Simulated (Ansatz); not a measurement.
Ansatz (a first-principles code) input:
A basis named .json is the Basis Set Exchange file of that set.

Ansatz 0.2 input:
```yaml
crystal:
  periodic: [false, false, false]
  atoms:
    - {symbol: Mg, position_ang: [-0.00000000, -0.00000000, -0.73115577]}
    - {symbol: F, position_ang: [0.00000000, 0.00000000, 0.97487436]}
basis:
  gaussian:
    orbitals: def2-TZVPPD.json
total_charge: 2
magnetization: {spin_polarized: true, initial_magnetization: 1}
correlation: {method: ccsd_t, electrons: outside_noble_gas}
```

### Question
Which total energy does the run end on?

### Answer
-298.45008 Eh (CCSD(T)/def2-TZVPPD). The basis has 75 functions.

This state (charge 2, doublet) is run at the relaxed geometry of the species with charge 1 and multiplicity 1.
